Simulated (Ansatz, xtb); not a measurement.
## Two isomers of C4H4BrNS

Structure X: `Cc1nc(Br)cs1`, a singlet. Structure Y: `Cc1csc(Br)n1`, a singlet. Both are isolated molecules in the gas phase, relaxed with B3LYP/def2-SVP.

Problem. Estimate E(Y) − E(X) at the level CCSD(T)/def2-SVP + ΔMP2/def2-TZVPP.

Solution. Calculated at CCSD(T)/def2-SVP + ΔMP2/def2-TZVPP: E(Y) − E(X) = +4.88 kJ/mol, so structure X lies lower.

The same difference at several levels:

| level | geometry | E(Y) − E(X) (kJ/mol) | departure from the last row (kJ/mol) | job, with rough time for the two |
| --- | --- | --- | --- | --- |
| GFN2-xTB | GFN2-xTB | +10.66 | +5.78 | optimisation, 0.13 s |
| HF/STO-3G | GFN2-xTB | −1.51 | −6.40 | single point, 0.72 s |
| r2SCAN-D4/def2-SVP | GFN2-xTB | +5.26 | +0.38 | single point, 7.8 s |
| B3LYP/def2-SVP | B3LYP/def2-SVP | +4.55 | −0.33 | optimisation, 53 s |
| HF/def2-SVP | B3LYP/def2-SVP | +7.46 | +2.58 | part of the CCSD(T) run |
| MP2/def2-SVP | B3LYP/def2-SVP | +5.53 | +0.65 | part of the CCSD(T) run |
| CCSD(T)/def2-SVP | B3LYP/def2-SVP | +5.38 | +0.50 | single point |
| CCSD(T)/def2-SVP + ΔMP2/def2-TZVPP | B3LYP/def2-SVP | +4.88 |  | single point, 2.6 min |

As drawn, both hold the same kinds of bond in the same numbers.

HF/STO-3G finds them nearly level. The largest departure from CCSD(T)/def2-SVP + ΔMP2/def2-TZVPP is that of HF/STO-3G, 6.40 kJ/mol. The last row adds to CCSD(T) the change of the MP2 difference between the two basis sets, here −0.50 kJ/mol.

With thermal terms from frequencies at re-optimised GFN2-xTB minima (ideal gas, soft modes damped towards free rotors, one conformer each, 298.15 K, 1 atm): the zero-point term adds +0.45 kJ/mol; ΔH is +5.23 and ΔG +5.52 kJ/mol.

The correlated steps freeze 19 core orbitals; the filled d shell of Br is correlated, in a basis made for valence electrons. Run with Ansatz 0.2.0, xtb 6.7.1; the last row on 2 threads of Arm Neoverse V2 on a shared host.
